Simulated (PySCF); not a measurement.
# Energy of Pm (promethium, neutral) between two integer charges

The 6s beta orbital of [Xe] 4f5 6s2 is emptied in steps (occupation f), with all orbitals relaxed, ending at [Xe] 4f5 6s1. Computed with PySCF 2.14 in def2-TZVP with the def2 core potential (28 electrons), with scalar relativity through the core potential. The exact energy is a straight line in f; departures are measured from the line between the end points of the same method.

```tsv
f	PBE0 (eV)	r2SCAN (eV)	LC-wPBE (eV)
1	0.000	0.000	0.000
0.9	-0.139	-0.160	0.014
0.7	-0.325	-0.367	0.031
0.5	-0.388	-0.425	0.035
0.3	-0.325	-0.343	0.027
0.1	-0.136	-0.137	0.012
0	0.000	0.000	0.000
```

Task: For LC-wPBE, how does the orbital energy at f = 1 compare with the removal energy?

Result: −ε = 5.426 eV against a total-energy difference of 5.266 eV. By Janak's theorem ε = ∂E/∂f, so the gap between them reflects the curvature. Along the path −ε is 5.388 (f = 0.9), 5.316 (f = 0.7), 5.251 (f = 0.5), 5.206 (f = 0.3), 5.170 (f = 0.1) eV.

| method | E(f=0) − E(f=1) (eV) | −ε at f=1 (eV) | −ε at f=0.5 (eV) |
| --- | --- | --- | --- |
| PBE0 | 5.455 | 3.917 | 5.452 |
| r2SCAN | 5.220 | 3.425 | 5.288 |
| LC-wPBE | 5.266 | 5.426 | 5.251 |

Reference removal energy between the ground levels: 5.582 eV (measured; NIST Atomic Spectra Database, ionization energies). The calculation has no spin-orbit coupling.
